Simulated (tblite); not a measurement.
Species: C₆H₉BrF₂Si.
Atom-mapped SMILES: `[F:1][C@@H:2]1[CH:3]=[CH:4][SiH2:5][CH2:6][C@@H:7]([F:8])[C@@H:9]1[Br:10]` (hydrogens: H11 on C2; H12 on C3; H13 on C4; H14, H15 on Si5; H16, H17 on C6; H18 on C7; H19 on C9)

Computed with GFN2-xTB (tblite), gas phase: L-BFGS steps from a force-field or distance-geometry start until the largest atomic force falls under 0.01 eV/Å.

Step 38: E = -889.4143 eV
```
atom  x, y, z in Å  |  force x, y, z in eV/Å
F1      2.5572    1.4370    0.6236   -0.002   0.015   0.045
C2      1.4462    0.6187    0.5195    0.075  -0.081   0.023
C3      1.8253   -0.5522   -0.3423   -0.084   0.028  -0.058
C4      1.0188   -1.5435   -0.6963   -0.001   0.009   0.019
Si5    -0.8078   -1.7492   -0.2790    0.023  -0.025  -0.021
C6     -1.7400   -0.0822   -0.2028   -0.041   0.009  -0.011
C7     -1.1055    1.0319    0.6085    0.083  -0.044  -0.099
F8     -0.9474    0.6082    1.9165   -0.051   0.010   0.085
C9      0.2680    1.5185    0.1262    0.159   0.007  -0.101
Br10    0.2155    1.8871   -1.7933    0.032  -0.048   0.038
H11     1.2428    0.2688    1.5440    0.070  -0.010   0.016
H12     2.8737   -0.5463   -0.6290   -0.137   0.066   0.041
H13     1.4630   -2.3489   -1.2682   -0.039   0.065  -0.037
H14    -0.9375   -2.4781    0.9895    0.011   0.088  -0.019
H15    -1.4519   -2.4719   -1.3837    0.036  -0.023   0.043
H16    -2.7245   -0.2718    0.2252   -0.038   0.008   0.045
H17    -1.9173    0.2889   -1.2117    0.010   0.003   0.011
H18    -1.7776    1.9017    0.6673   -0.018  -0.026  -0.048
H19     0.4894    2.4929    0.5786   -0.089  -0.054   0.027
```

Step 39: E = -889.4189 eV
```
atom  x, y, z in Å  |  force x, y, z in eV/Å
F1      2.5580    1.4323    0.6471   -0.033  -0.031   0.055
C2      1.4464    0.6154    0.5282    0.057  -0.069   0.006
C3      1.8227   -0.5455   -0.3471   -0.047   0.009  -0.016
C4      1.0163   -1.5372   -0.6989    0.028   0.016  -0.006
Si5    -0.8044   -1.7496   -0.2757   -0.024   0.016  -0.001
C6     -1.7393   -0.0855   -0.2022   -0.062   0.082  -0.008
C7     -1.1036    1.0336    0.6043    0.043  -0.050  -0.069
F8     -0.9572    0.6067    1.9140   -0.011   0.052   0.057
C9      0.2738    1.5172    0.1258    0.096   0.023  -0.102
Br10    0.2265    1.8794   -1.8003    0.029  -0.071   0.101
H11     1.2305    0.2541    1.5480    0.098   0.026  -0.036
H12     2.8678   -0.5367   -0.6425   -0.109   0.073   0.036
H13     1.4556   -2.3368   -1.2806   -0.010   0.043  -0.060
H14    -0.9266   -2.4718    0.9928    0.005   0.048   0.047
H15    -1.4540   -2.4761   -1.3708    0.021  -0.050   0.000
H16    -2.7240   -0.2704    0.2305    0.000   0.001   0.027
H17    -1.9189    0.2789   -1.2127    0.008   0.020  -0.001
H18    -1.7749    1.9062    0.6623    0.012  -0.071  -0.069
H19     0.4955    2.4953    0.5704   -0.100  -0.065   0.039
```

Step 40: E = -889.4222 eV
```
atom  x, y, z in Å  |  force x, y, z in eV/Å
F1      2.5580    1.4290    0.6651   -0.024  -0.053   0.055
C2      1.4475    0.6128    0.5348    0.021  -0.027  -0.014
C3      1.8200   -0.5400   -0.3500   -0.016  -0.011   0.017
C4      1.0142   -1.5319   -0.7005    0.020   0.010  -0.027
Si5    -0.8029   -1.7491   -0.2727   -0.058   0.037   0.012
C6     -1.7402   -0.0863   -0.2028   -0.051   0.084  -0.012
C7     -1.1004    1.0330    0.6003    0.002  -0.042  -0.027
F8     -0.9616    0.6022    1.9113    0.026   0.081   0.026
C9      0.2795    1.5159    0.1232    0.012   0.006  -0.047
Br10    0.2360    1.8706   -1.8042    0.028  -0.076   0.104
H11     1.2235    0.2454    1.5509    0.102   0.036  -0.049
H12     2.8616   -0.5277   -0.6514   -0.054   0.071   0.017
H13     1.4493   -2.3260   -1.2909    0.011   0.024  -0.075
H14    -0.9195   -2.4658    0.9968    0.001   0.028   0.084
H15    -1.4558   -2.4806   -1.3602    0.013  -0.065  -0.026
H16    -2.7249   -0.2680    0.2329    0.025   0.003   0.012
H17    -1.9190    0.2733   -1.2147   -0.003   0.034  -0.011
H18    -1.7719    1.9063    0.6611    0.033  -0.079  -0.087
H19     0.4970    2.4964    0.5635   -0.087  -0.061   0.048
```

Task: Estimate the geometry and energy of step 41. (The exact step hangs on the optimiser's Hessian estimate; all steps are aligned on step 40, rigid shifts and turns removed.)

Result: E = -889.4257 eV, largest force 0.134 eV/Å
```
atom  x, y, z in Å  |  force x, y, z in eV/Å
F1      2.5563    1.4196    0.6961   -0.031  -0.084   0.036
C2      1.4461    0.6064    0.5415   -0.011   0.029  -0.004
C3      1.8179   -0.5346   -0.3559    0.017  -0.018   0.049
C4      1.0141   -1.5273   -0.7059   -0.013  -0.004  -0.046
Si5    -0.7996   -1.7479   -0.2672   -0.073   0.033   0.019
C6     -1.7405   -0.0863   -0.2012   -0.016   0.050  -0.015
C7     -1.0976    1.0356    0.5951   -0.036  -0.027   0.027
F8     -0.9687    0.6097    1.9109    0.055   0.106  -0.035
C9      0.2859    1.5149    0.1186   -0.071  -0.029   0.048
Br10    0.2451    1.8611   -1.8067    0.031  -0.075   0.071
H11     1.2080    0.2284    1.5510    0.102   0.047  -0.069
H12     2.8551   -0.5137   -0.6649    0.009   0.063  -0.007
H13     1.4448   -2.3145   -1.3079    0.021   0.016  -0.084
H14    -0.9056   -2.4615    1.0043   -0.002   0.027   0.096
H15    -1.4587   -2.4852   -1.3466    0.014  -0.069  -0.034
H16    -2.7236   -0.2673    0.2392    0.038   0.014  -0.003
H17    -1.9193    0.2660   -1.2153   -0.019   0.048  -0.015
H18    -1.7694    1.9095    0.6513    0.053  -0.077  -0.096
H19     0.5001    2.4965    0.5563   -0.066  -0.049   0.059
```

The energy changes by -0.0035 eV. The first-order estimate −F·Δx gives -0.0047 eV and the mean of the old and new forces, exact on a quadratic surface, -0.0035 eV. The step makes an angle of 78° with the force vector and moves no atom by more than 0.032 Å.

What follows is the cost of the whole relaxation. The run took 4.7 s wall, 3.9 s CPU on one thread, AMD EPYC (x86_64), on a shared host.
